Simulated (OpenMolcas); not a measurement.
## Computed transition rates of P+

```json
{
 "Program": "OpenMolcas",
 "Method": "SS-CASPT2, IPEA 0.25 Eh, imaginary shift 0.1 Eh (closed shells correlated: 2s 2p)",
 "Basis": "ANO-RCC-VQZP [6s5p3d2f1g]",
 "Scalar Hamiltonian": "DKH2, point nucleus",
 "Active space": "4 electrons in 4 orbitals (3s 3p)",
 "State averaging": "2S+1 = 3 even, 3 roots; 2S+1 = 1 even, 6 roots; 2S+1 = 5 odd, 1 root; 2S+1 = 3 odd, 9 roots; 2S+1 = 1 odd, 8 roots",
 "Spin-orbit coupling": "state interaction with AMFI integrals over the reference wave functions, term energies averaged over their components"
}
```

Rates come from the transition moments of the reference wave functions (E1 and E2 in the length form). At fixed line strength A goes as λ^-3 for E1 and M1 and as λ^-5 for E2, so a rate at the computed wavelength can be rescaled to the measured one. Measured vacuum wavelengths follow from level energies in NIST Handbook of Basic Atomic Spectroscopic Data. Branching counts decays inside the model space alone, at computed energies, and the table is only a selection of the E2 and M1 lines, drawn from those between levels with measured partners whose computed energy lies within a factor of 1.5 of the measured one.

| Upper | Lower | Type | λ computed (nm) | λ measured (nm) | A computed (s-1) | A rescaled (s-1) | Branching % |
| --- | --- | --- | --- | --- | --- | --- | --- |
| 3s2 3p2 3P1 | 3s2 3p2 3P0 | M1 | 69520 | 60640 | 5.37e-05 | 8.09e-05 | 100.0 |
| 3s2 3p2 3P2 | 3s2 3p2 3P1 | M1 | 37420 | 32870 | 2.58e-04 | 3.81e-04 | 100.0 |
| 3s2 3p2 1D2 | 3s2 3p2 3P2 | M1 | 1293 | 1189 | 1.15e-02 |  | 72.7 |
| 3s2 3p2 1D2 | 3s2 3p2 3P1 | M1 | 1249 | 1147 | 4.26e-03 |  | 26.8 |
| 3s2 3p2 1S0 | 3s2 3p2 1D2 | E2 | 870.5 | 787.8 | 1.05e+00 | 1.73e+00 | 86.5 |
| 3s2 3p2 1S0 | 3s2 3p2 3P1 | M1 | 513.1 | 467.1 | 1.61e-01 |  | 13.3 |

Spin-changing lines and M1 lines between different terms are not rescaled, since their strength hangs on the term gaps too.

The largest correction is for 3s2 3p2 1S0 → 3s2 3p2 1D2 (E2): 1.05e+00 × (870.5 / 787.8)^5 = 1.73e+00 s-1, a factor of 1.65.

No measured rate stands beside these. Rescaling mends the energy factor alone: line strengths can still be far off where a level mixes with configurations outside the active space, and weak or spin-changing lines hang on small mixing coefficients that depend on the term gaps too, so rescaling need not improve them.

Term energies are means over components that CASPT2 splits; among the terms shown or strongly mixed into the levels shown the widest spread is 17 cm-1 (3s2 3p2 1D). Over all roots computed the reference weight is 0.85 to 0.98; the roots of lowest weight are the least certain, and an intruder state may touch them. Computed and measured levels are paired by configuration, term and J; levels that our copy of the source lacks, or whose pairing is in doubt (as where it misses far off the trend of its configuration), stay unpaired. Levels of configurations outside the active space are missing.
